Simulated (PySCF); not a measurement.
CdCl₂, singlet: molecular constants

Level of theory: PBE0 in PySCF with Cd x2c-TZVPall, Cl x2c-TZVPall; spin-free X2C, no spin–orbit coupling; density-fitted integrals.

The structure is a minimum.

```
Point group                                                                   : D∞h
Bond lengths                                                                  : Cd–Cl 2.267 Å (×2)
Bond angles                                                                   : Cl–Cd–Cl 180.0°
Lowest empty level                                                            : -2.17 eV
Highest occupied level                                                        : -8.89 eV
Dipole moment                                                                 : 0.00 D
Zero-point energy                                                             : 5.6 kJ/mol
Enthalpy at 298.15 K above 0 K                                                : 14.41 kJ/mol
Rotational constants                                                          : 0.04691 cm⁻¹
Entropy at 298.15 K and 1 bar                                                 : 286.1 J/(mol K)
Principal polarisabilities                                                    : 37.6, 37.6, 77.0 bohr³
Heat capacity Cp at 298.15 K                                                  : 58.2 J/(mol K)
Principal quadrupole moments (Buckingham, traceless) about the centre of mass : -12.98, 6.49, 6.49 D Å
Rotational symmetry number                                                    : 2
```

Harmonic modes (masses in u: Cd 113.903, Cl 34.969):
```json
{"symmetry": "πu", "ω (cm⁻¹)": "88", "IR (km/mol, summed over degenerate members)": "22.5", "type": "bend"}
{"symmetry": "σg+", "ω (cm⁻¹)": "330", "IR (km/mol, summed over degenerate members)": "0.0", "type": "stretch"}
{"symmetry": "σu+", "ω (cm⁻¹)": "424", "IR (km/mol, summed over degenerate members)": "61.7", "type": "stretch"}
```

In D∞h the vibrations span πu + σg+ + σu+. The σg+ mode carries no infrared intensity, as symmetry demands. With a centre of inversion only u modes can be infrared active and only g modes Raman active.

Charges (e):
```
 atom  Mulliken  Löwdin  polar tensor  Mayer order to Cd1
  Cd1      0.74   -0.02          1.02                   –
Cl2,3     -0.37    0.01         -0.51                1.00
```

Mulliken populations on Cd1: s 8.77, p 18.43, d 20.06, f 0.00.

Counting electrons, cadmium keeps none of its valence electrons outside its bonds, so the VSEPR class is AX2 and the expected shape is linear (D∞h), as computed.

The final relaxation and frequency run took of the order of 6 core-minutes on a shared host.
